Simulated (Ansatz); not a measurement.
Ansatz (a first-principles code) input (LC-wPBE/def2-TZVPD):

Ansatz 0.2 input:
```yaml
crystal:
  periodic: [false, false, false]
  atoms:
    - {symbol: Br, position_ang: [-1.38826881, -1.83565479, -0.59933828]}
    - {symbol: C, position_ang: [-0.16524257, -0.45040342, -0.14928336]}
    - {symbol: C, position_ang: [1.24577345, -0.65469239, -0.23586500]}
    - {symbol: C, position_ang: [1.97929154, 0.42915037, 0.11910222]}
    - {symbol: Se, position_ang: [0.89783719, 1.87136899, 0.61757027]}
    - {symbol: C, position_ang: [-0.57388804, 0.77202123, 0.26676680]}
    - {symbol: H, position_ang: [1.67770053, -1.59141321, -0.55618495]}
    - {symbol: H, position_ang: [3.05316254, 0.51534405, 0.13443430]}
    - {symbol: H, position_ang: [-1.58352552, 1.12098636, 0.39687712]}
basis:
  gaussian:
    orbitals: def2-TZVPD
hamiltonian:
  xc: {name: LC-wPBE}
output: {forces: true}
```

End of the output:

```
integrals: 0.45 GiB planned
1692 factors; their error is unknown
integrals: 0.49 GiB planned
600 factors; integrals over basis functions are off by at most 5.6e-5 eV
0.47 GiB of the device are held for the grids
2.49 GiB of device memory are held for the factors and their scratch space
mean field: 1.84 GiB planned
mean field evaluation 1: about -139566.9323 eV, gradient 4.7e1 eV
mean field evaluation 2: about -139567.5333 eV, gradient 4.5e1 eV
mean field evaluation 4: about -139571.7765 eV, gradient 2.7e0 eV
mean field evaluation 8: about -139571.8021 eV, gradient 3.1e-1 eV
mean field evaluation 16: about -139571.7586 eV, gradient 7.2e-3 eV
mean field -139571.75855897 eV, -5129.1675219062 hartree, gradient 6.4e-5 eV, S^2 0.000000; 0 other end points of the search recorded, 0 dependent functions left out
the calculation of the forces begins
reference -139571.75855897 eV, -5129.1675219065 hartree; 48, 48 occupied and 241, 241 virtual orbitals, 1692 factors
Total energy: -139571.75855897 eV, -5129.1675219065 hartree
Atom 0 at    -1.388269    -1.835655    -0.599338 Å, force     0.435363     0.488515     0.158662 eV/Å
Atom 1 at    -0.165243    -0.450403    -0.149283 Å, force    -0.508716     0.101268     0.040497 eV/Å
Atom 2 at     1.245773    -0.654692    -0.235865 Å, force     0.205152     0.517141     0.171207 eV/Å
Atom 3 at     1.979292     0.429150     0.119102 Å, force    -0.818888     0.107148     0.046413 eV/Å
Atom 4 at     0.897837     1.871369     0.617570 Å, force    -0.164025    -1.026584    -0.342955 eV/Å
Atom 5 at    -0.573888     0.772021     0.266767 Å, force     0.842268    -0.119061    -0.050713 eV/Å
Atom 6 at     1.677701    -1.591413    -0.556185 Å, force     0.026562    -0.039589    -0.013643 eV/Å
Atom 7 at     3.053163     0.515344     0.134434 Å, force     0.069402    -0.022411    -0.008414 eV/Å
Atom 8 at    -1.583526     1.120986     0.396877 Å, force    -0.087117    -0.006426    -0.001054 eV/Å
Dipole moment:     0.231757     0.185268     0.059326 e Å
```
